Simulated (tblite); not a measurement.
Record of a relaxation.

C7H12O.
Numbering: `[CH2:1]=[CH:2]/[CH:3]=[CH:4]/[C@@H:5]([CH3:6])[CH2:7][OH:8]` (hydrogens: H9, H10 on C1; H11 on C2; H12 on C3; H13 on C4; H14 on C5; H15, H16, H17 on C6; H18, H19 on C7; H20 on O8)

Computed with GFN2-xTB (tblite), gas phase: L-BFGS steps from a force-field or distance-geometry start until the largest atomic force falls under 0.01 eV/Å. 9 of its 64 geometries are shown.

Step 0: E = -683.3013 eV, largest atomic force 1.212 eV/Å
```
atom  x, y, z in Å  |  force x, y, z in eV/Å
C1      3.695    0.272   -0.546   -0.616  -0.015   0.310
C2      2.575    0.199    0.193    1.211   0.039   0.045
C3      1.278   -0.025   -0.355   -1.068  -0.007  -0.032
C4      0.158   -0.085    0.384    0.034  -0.029   0.287
C5     -1.228   -0.318   -0.171    0.380  -0.085  -0.255
C6     -1.833   -1.588    0.418   -0.087  -0.228   0.518
C7     -2.134    0.895    0.099    0.265   0.403  -0.143
O8     -1.720    2.031   -0.653    0.069  -0.343   0.246
H9      3.668    0.178   -1.625    0.049   0.023   0.237
H10     4.650    0.436   -0.076    0.016  -0.011  -0.138
H11     2.662    0.293    1.281   -0.160  -0.017  -0.399
H12     1.195   -0.132   -1.438    0.124   0.030   0.258
H13     0.223    0.014    1.484   -0.070  -0.035  -0.705
H14    -1.149   -0.447   -1.268   -0.052   0.119   0.351
H15    -2.817   -1.781   -0.010    0.102   0.026   0.018
H16    -1.195   -2.455    0.231   -0.069   0.185  -0.061
H17    -1.948   -1.499    1.510    0.024   0.044  -0.371
H18    -2.135    1.162    1.163    0.077  -0.140   0.131
H19    -3.169    0.673   -0.178    0.124   0.096  -0.195
H20    -0.781    2.187   -0.450   -0.352  -0.055  -0.100
```

Step 8: E = -683.3610 eV, largest atomic force 0.055 eV/Å
```
atom  x, y, z in Å  |  force x, y, z in eV/Å
C1      3.687    0.274   -0.538    0.010   0.004  -0.004
C2      2.582    0.196    0.196   -0.020   0.008  -0.006
C3      1.260   -0.018   -0.352    0.025   0.000   0.017
C4      0.151   -0.094    0.384   -0.010   0.006  -0.004
C5     -1.222   -0.324   -0.169    0.031  -0.024  -0.004
C6     -1.835   -1.590    0.431    0.004   0.009  -0.013
C7     -2.117    0.897    0.105    0.017  -0.005  -0.030
O8     -1.724    2.018   -0.646    0.013   0.041   0.034
H9      3.667    0.180   -1.612   -0.034   0.000   0.019
H10     4.655    0.434   -0.094   -0.013  -0.006  -0.002
H11     2.642    0.293    1.273   -0.018   0.004  -0.002
H12     1.202   -0.128   -1.428   -0.001   0.009   0.010
H13     0.209    0.015    1.462   -0.004  -0.010  -0.025
H14    -1.153   -0.440   -1.256   -0.009  -0.017  -0.017
H15    -2.813   -1.778   -0.006    0.004  -0.001   0.026
H16    -1.194   -2.445    0.226   -0.016   0.010   0.032
H17    -1.949   -1.489    1.509    0.008   0.000  -0.023
H18    -2.117    1.133    1.181    0.000  -0.033  -0.023
H19    -3.142    0.686   -0.207   -0.017  -0.016   0.028
H20    -0.794    2.192   -0.463    0.033   0.021  -0.015
```

Step 16: E = -683.3634 eV, largest atomic force 0.033 eV/Å
```
atom  x, y, z in Å  |  force x, y, z in eV/Å
C1      3.683    0.275   -0.535    0.007  -0.003  -0.006
C2      2.579    0.200    0.201   -0.013   0.015   0.000
C3      1.261   -0.014   -0.353    0.015  -0.009   0.000
C4      0.149   -0.097    0.378    0.009   0.007   0.000
C5     -1.220   -0.328   -0.180    0.020  -0.021   0.010
C6     -1.835   -1.588    0.432   -0.004   0.004  -0.004
C7     -2.110    0.896    0.101   -0.005  -0.014  -0.003
O8     -1.720    2.031   -0.631    0.007  -0.013   0.004
H9      3.651    0.180   -1.608    0.003   0.002   0.007
H10     4.654    0.432   -0.097   -0.015   0.000  -0.002
H11     2.633    0.297    1.277    0.003   0.002   0.005
H12     1.205   -0.123   -1.429    0.009   0.009  -0.018
H13     0.203    0.010    1.455   -0.008  -0.010  -0.003
H14    -1.153   -0.451   -1.266   -0.009   0.000   0.002
H15    -2.815   -1.778    0.002    0.002  -0.005   0.009
H16    -1.196   -2.447    0.236   -0.015   0.016   0.006
H17    -1.944   -1.478    1.509    0.005   0.014  -0.015
H18    -2.109    1.111    1.180    0.009   0.006   0.004
H19    -3.136    0.686   -0.207   -0.028   0.013  -0.013
H20    -0.784    2.197   -0.468    0.007  -0.013   0.015
```

Step 24: E = -683.3642 eV, largest atomic force 0.025 eV/Å
```
atom  x, y, z in Å  |  force x, y, z in eV/Å
C1      3.681    0.277   -0.534    0.011   0.002  -0.004
C2      2.577    0.205    0.202   -0.012  -0.004   0.001
C3      1.261   -0.011   -0.356    0.002   0.007   0.000
C4      0.148   -0.100    0.371   -0.002   0.004   0.001
C5     -1.222   -0.332   -0.186    0.012  -0.021   0.004
C6     -1.836   -1.587    0.434   -0.007  -0.007   0.007
C7     -2.109    0.892    0.098    0.007   0.008  -0.001
O8     -1.711    2.029   -0.626    0.008   0.011   0.000
H9      3.647    0.180   -1.607    0.012   0.003   0.007
H10     4.652    0.433   -0.096   -0.004   0.004  -0.005
H11     2.630    0.303    1.278    0.003   0.004   0.007
H12     1.214   -0.113   -1.433   -0.016   0.001  -0.017
H13     0.199    0.000    1.449    0.001  -0.005  -0.003
H14    -1.157   -0.456   -1.272   -0.005  -0.004  -0.015
H15    -2.819   -1.778    0.010    0.002   0.000   0.002
H16    -1.201   -2.448    0.244   -0.008   0.006   0.005
H17    -1.941   -1.463    1.510   -0.004  -0.012   0.005
H18    -2.106    1.101    1.179   -0.010   0.011   0.017
H19    -3.138    0.693   -0.210   -0.001  -0.007  -0.012
H20    -0.774    2.185   -0.456    0.011   0.002   0.001
```

Step 32: E = -683.3651 eV, largest atomic force 0.035 eV/Å
```
atom  x, y, z in Å  |  force x, y, z in eV/Å
C1      3.682    0.283   -0.532    0.017   0.009  -0.019
C2      2.573    0.214    0.197   -0.014  -0.005  -0.011
C3      1.259   -0.004   -0.367    0.000  -0.001   0.010
C4      0.147   -0.108    0.360   -0.002   0.000   0.020
C5     -1.226   -0.339   -0.190    0.015  -0.028   0.015
C6     -1.843   -1.587    0.442   -0.007  -0.017   0.007
C7     -2.104    0.891    0.095    0.003   0.018  -0.012
O8     -1.685    2.027   -0.617    0.000   0.023  -0.012
H9      3.658    0.183   -1.604   -0.008   0.002  -0.008
H10     4.652    0.441   -0.091   -0.014  -0.001   0.019
H11     2.623    0.313    1.274   -0.012   0.001  -0.006
H12     1.209   -0.095   -1.444    0.007   0.001  -0.012
H13     0.198   -0.019    1.438    0.017  -0.002   0.018
H14    -1.171   -0.467   -1.276    0.010  -0.012  -0.004
H15    -2.828   -1.780    0.023    0.003   0.005  -0.003
H16    -1.211   -2.453    0.259   -0.002   0.002  -0.008
H17    -1.945   -1.457    1.517    0.000   0.006   0.000
H18    -2.113    1.096    1.176   -0.001  -0.010   0.017
H19    -3.130    0.700   -0.228   -0.015   0.012  -0.010
H20    -0.748    2.170   -0.437    0.003  -0.001   0.000
```

Step 39: E = -683.3660 eV, largest atomic force 0.020 eV/Å
```
atom  x, y, z in Å  |  force x, y, z in eV/Å
C1      3.681    0.292   -0.533    0.000  -0.004  -0.001
C2      2.567    0.221    0.188    0.000   0.011   0.005
C3      1.254    0.002   -0.376   -0.006  -0.009   0.001
C4      0.148   -0.118    0.357   -0.008  -0.002  -0.002
C5     -1.227   -0.348   -0.189   -0.008   0.005   0.005
C6     -1.851   -1.589    0.451    0.000   0.000  -0.003
C7     -2.099    0.891    0.090    0.001   0.002  -0.004
O8     -1.660    2.029   -0.608    0.005  -0.004  -0.004
H9      3.667    0.189   -1.606   -0.006   0.007  -0.008
H10     4.644    0.449   -0.080    0.007   0.005  -0.003
H11     2.611    0.323    1.265    0.001  -0.003   0.013
H12     1.204   -0.078   -1.454   -0.011  -0.003  -0.001
H13     0.207   -0.038    1.437    0.000  -0.004  -0.006
H14    -1.174   -0.484   -1.274    0.014   0.006   0.013
H15    -2.836   -1.779    0.033   -0.003   0.009   0.002
H16    -1.223   -2.458    0.268    0.001  -0.002   0.002
H17    -1.950   -1.454    1.526    0.000   0.001  -0.005
H18    -2.121    1.087    1.173    0.004  -0.005  -0.009
H19    -3.123    0.714   -0.249    0.007  -0.005   0.001
H20    -0.722    2.158   -0.421    0.002  -0.004   0.003
```

Step 47: E = -683.3663 eV, largest atomic force 0.017 eV/Å
```
atom  x, y, z in Å  |  force x, y, z in eV/Å
C1      3.678    0.297   -0.535   -0.003   0.005  -0.006
C2      2.565    0.224    0.186    0.005  -0.001   0.005
C3      1.252    0.002   -0.377   -0.007  -0.005   0.006
C4      0.148   -0.123    0.360   -0.008  -0.002   0.002
C5     -1.226   -0.351   -0.187   -0.009   0.006  -0.003
C6     -1.855   -1.589    0.453    0.002   0.007  -0.002
C7     -2.095    0.890    0.086    0.005  -0.005   0.002
O8     -1.647    2.027   -0.609    0.002  -0.010   0.008
H9      3.663    0.198   -1.607   -0.001   0.003  -0.015
H10     4.642    0.456   -0.082    0.004   0.005  -0.001
H11     2.607    0.323    1.263    0.005  -0.003   0.009
H12     1.194   -0.076   -1.455    0.012   0.003   0.007
H13     0.210   -0.048    1.439   -0.001   0.000   0.003
H14    -1.167   -0.488   -1.272   -0.009  -0.008   0.003
H15    -2.842   -1.773    0.037    0.006  -0.003   0.000
H16    -1.230   -2.461    0.272   -0.013  -0.005  -0.001
H17    -1.953   -1.452    1.528    0.000  -0.001  -0.004
H18    -2.122    1.085    1.169   -0.004   0.005  -0.011
H19    -3.118    0.717   -0.259    0.016   0.004   0.001
H20    -0.710    2.151   -0.413   -0.001   0.003  -0.005
```

Step 55: E = -683.3671 eV, largest atomic force 0.027 eV/Å
```
atom  x, y, z in Å  |  force x, y, z in eV/Å
C1      3.667    0.321   -0.545    0.005   0.005   0.014
C2      2.563    0.228    0.188    0.012  -0.009  -0.004
C3      1.249    0.000   -0.367   -0.008   0.011  -0.010
C4      0.148   -0.141    0.370    0.001  -0.015  -0.004
C5     -1.223   -0.364   -0.184   -0.014   0.013  -0.004
C6     -1.870   -1.590    0.460   -0.003   0.008   0.002
C7     -2.080    0.889    0.074   -0.010  -0.009  -0.002
O8     -1.605    2.019   -0.614   -0.003  -0.010   0.011
H9      3.645    0.232   -1.619   -0.019   0.003   0.012
H10     4.633    0.484   -0.099    0.023   0.009   0.003
H11     2.612    0.317    1.267    0.023  -0.003  -0.012
H12     1.187   -0.066   -1.446    0.009  -0.004  -0.006
H13     0.209   -0.077    1.450   -0.002  -0.002   0.002
H14    -1.161   -0.509   -1.267    0.007  -0.001   0.005
H15    -2.861   -1.758    0.046   -0.008   0.000   0.010
H16    -1.264   -2.475    0.279    0.006   0.007   0.003
H17    -1.961   -1.445    1.534   -0.017  -0.020   0.007
H18    -2.127    1.087    1.157    0.009  -0.006  -0.017
H19    -3.097    0.725   -0.290   -0.008   0.021  -0.002
H20    -0.671    2.134   -0.396   -0.001   0.002  -0.010
```

Step 63: E = -683.3679 eV, largest atomic force 0.010 eV/Å
```
atom  x, y, z in Å  |  force x, y, z in eV/Å
C1      3.660    0.345   -0.552   -0.005   0.001   0.005
C2      2.565    0.230    0.192    0.002  -0.005   0.000
C3      1.249   -0.003   -0.357    0.000   0.004  -0.004
C4      0.149   -0.160    0.379    0.005  -0.008  -0.002
C5     -1.223   -0.377   -0.180   -0.003   0.009   0.000
C6     -1.888   -1.590    0.468    0.001   0.003   0.000
C7     -2.068    0.889    0.061   -0.004   0.001   0.002
O8     -1.567    2.011   -0.620    0.000   0.000   0.002
H9      3.620    0.269   -1.627    0.004   0.007   0.004
H10     4.631    0.515   -0.119   -0.001   0.002  -0.002
H11     2.628    0.306    1.270   -0.004  -0.006  -0.003
H12     1.185   -0.058   -1.437    0.001  -0.001   0.002
H13     0.208   -0.107    1.460    0.003  -0.003  -0.001
H14    -1.153   -0.531   -1.262   -0.004  -0.002   0.005
H15    -2.883   -1.743    0.057   -0.002   0.001  -0.003
H16    -1.296   -2.484    0.286    0.005  -0.003   0.001
H17    -1.978   -1.448    1.543   -0.001   0.006   0.002
H18    -2.129    1.087    1.142    0.005   0.002  -0.001
H19    -3.081    0.741   -0.321   -0.004  -0.004   0.002
H20    -0.636    2.117   -0.387    0.003  -0.003  -0.008
```

Question: Summarise the path.

Answer: The energy falls by 0.0666 eV from step 0 to step 63; nine tenths of that is first reached at step 9. It falls at every step. The largest force goes from 1.212 to 0.010 eV/Å. Among the bonds C4–H13 changes most, from 1.107 to 1.084 Å; the atoms move by 0.100 Å rms after alignment.

Question: Follow the three bonds and two angles with the largest change from start to end.

Answer: 
```csv
step,E above end (eV),largest force (eV/Å),C4–H13 (Å),C2–C3 (Å),C7–O8 (Å),O8–C7–H19 (°),O8–C7–H18 (°)
0,0.0666,1.212,1.107,1.426,1.424,107.7,108.6
3,0.0152,0.206,1.083,1.446,1.405,107.2,109.6
5,0.0098,0.099,1.082,1.444,1.406,106.0,110.0
8,0.0069,0.055,1.084,1.447,1.405,105.3,110.6
11,0.0056,0.062,1.084,1.445,1.406,105.5,110.6
14,0.0048,0.037,1.084,1.445,1.406,105.6,110.7
16,0.0045,0.033,1.084,1.445,1.406,105.6,110.7
19,0.0041,0.022,1.084,1.445,1.406,105.5,110.5
22,0.0039,0.023,1.084,1.445,1.406,105.5,110.5
25,0.0036,0.021,1.084,1.445,1.405,105.7,110.6
27,0.0035,0.026,1.084,1.445,1.406,105.7,110.7
30,0.0031,0.033,1.084,1.446,1.405,105.8,110.5
33,0.0026,0.042,1.083,1.447,1.405,105.8,110.5
36,0.0022,0.025,1.084,1.446,1.406,105.7,110.5
38,0.0020,0.024,1.084,1.445,1.406,105.6,110.5
41,0.0019,0.015,1.084,1.446,1.405,105.6,110.6
44,0.0018,0.013,1.084,1.446,1.405,105.7,110.6
47,0.0016,0.017,1.084,1.445,1.406,105.7,110.6
49,0.0015,0.020,1.084,1.445,1.405,105.7,110.5
52,0.0013,0.025,1.084,1.445,1.405,105.8,110.5
55,0.0008,0.027,1.084,1.444,1.405,105.8,110.6
58,0.0003,0.027,1.084,1.444,1.406,105.8,110.6
60,0.0001,0.019,1.084,1.445,1.405,105.7,110.5
63,0.0000,0.010,1.084,1.445,1.405,105.6,110.6
```

The cost below is that of the whole relaxation. Time: 1.0 s wall. Hardware: one thread of an Intel Xeon at 2.70 GHz (shared host).
